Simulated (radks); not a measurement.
All-electron atom: N5+ in [He]. Calculated with a radial shooting solver on a logarithmic mesh with Libxc functionals: scalar-relativistic Kohn-Sham, LDA (Slater exchange, VWN5 correlation), spin-unpolarised, spherical densities, finite nucleus; Fermi nuclear charge, rms radius 2.5582 fm.

Unscreened Slater integrals over Kohn-Sham orbitals (eV). Empty in this configuration: 2s.

integral    value
F0(1s,1s)  112.21
F0(1s,2s)  34.168
G0(1s,2s)  3.2761
F0(2s,2s)  24.372
